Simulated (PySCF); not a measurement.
Al(Cl)(Me)(SMe) (C₂H₆AlClS), SMILES [Cl][Al]([CH3])[S]C.

Geometry optimised at B3LYP-D3(BJ)/def2-SVP. The structure was generated by enumeration; whether it is a known compound was not checked. Other conformers were not sampled.

Two levels are set side by side: TDA-PBE/def2-SVPD (PySCF) and TDA-PBE0/def2-SVPD (PySCF). Vertical, same geometry. The lowest singlet is HOMO→LUMO+1 99 % with PBE and HOMO→LUMO+1 96 % with the other functional; states are paired by order. Differences are taken from unrounded values.

```tsv
quantity	TDA-PBE0
lowest singlet excitation (eV)	5.51
lowest triplet excitation (TDA) (eV)	4.80
first bright state (f over 0.05) (eV)	5.70
its oscillator strength	0.07
```

**Question.** What does TDA-PBE give, and how far is it from TDA-PBE0? (The exact figures need the calculation; the answer reports its results.)

**Answer.** 
| quantity | TDA-PBE | TDA-PBE minus TDA-PBE0 |
|---|---|---|
| lowest singlet excitation (eV) | 4.88 | -0.63 |
| lowest triplet excitation (TDA) (eV) | 4.34 | -0.46 |
| first bright state (f over 0.05) (eV) | 5.17 | -0.53 |
| its oscillator strength | 0.06 | -0.01 |

A lower first singlet is the usual sign of a functional without exact exchange. Differences between two approximate levels are no errors against the true value.

Rough cost on one machine, each run with all the roots and properties that it gave: TDA-PBE0 against TDA-PBE about 3 times.
